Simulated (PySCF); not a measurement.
C4H2Cl2FS (doublet state).
SMILES with atom numbers: `[F:1][C@:2]([Cl:3])([CH:4][Cl:5])[CH:6]=[C:7]=[S:8]` (hydrogens: H9 on C4; H10 on C6)

Structure used (GFN2-xTB), in Å, numbered top down from 1:
```
atom  x, y, z in Å
F1    -0.0697   -0.7710   -1.5196
C2    -0.3405   -0.2989   -0.2840
Cl3   -0.7438   -1.9819    0.7088
C4    -1.5638    0.4491   -0.2703
Cl5   -2.0261    1.3485    1.0644
C6     0.8346    0.2848    0.3890
C7     2.0702    0.0287    0.0512
S8     3.5334   -0.2296   -0.3763
H9    -2.3047    0.2674   -1.0306
H10    0.6193    0.9074    1.2448
```

The hyperfine couplings belong to this conformer and change with its torsions.

Method: PySCF, UKS B3LYP, pcH-1 on C Cl F H S, non-relativistic, mean-field spin-orbit, GIAO. One conformer (not necessarily the lowest) at the GFN2-xTB geometry, without solvent, vibrations or thermal averaging. The geometry wasn't refined by DFT: couplings that depend on bond lengths, twists or pyramidal angles can differ widely from those at the functional's own minimum. The SCF solution wasn't tested for stability.

(1) Where do the isotropic ENDOR lines of F1, H9, H10, Cl3 and Cl5 fall at 338.5 mT, to first order?

(2) Which pairs are centred on the nuclear Larmor frequency, and which on half the coupling?

(3) At what field would the lower line of H9 fall to zero frequency?

## Answers

(1) For S = 1/2 in fast tumbling each set of equivalent nuclei gives two lines, ν± = |νn ± a/2| to first order, with νn = g_N μN B/h and μN/h = 7.62259 MHz/T.

```tsv
nuclei	isotope	g_N	νn (MHz)	a_iso (MHz)	lower line (MHz)	upper line (MHz)
F1	19F	5.2577	13.57	6.83	10.15	16.98
H9	1H	5.5857	14.41	-52.21	11.69	40.52
H10	1H	5.5857	14.41	-1.99	13.42	15.41
Cl3	35Cl	0.5479	1.41	22.01	9.59	12.42
Cl5	35Cl	0.5479	1.41	5.61	1.39	4.22
```

(2) Centred on νn, since |a| < 2νn: F1 and H10. Centred on |a|/2 and split by 2νn: H9, Cl3 and Cl5.

(3) Where νn = |a|/2, that is B = 26.11 MHz/(5.5857 × 7.62259 MHz/T) = 613 mT, as far as first order holds there.

Main isotope only: 35Cl (natural samples also hold 24 % 37Cl, magnetic too, which adds its own pattern).
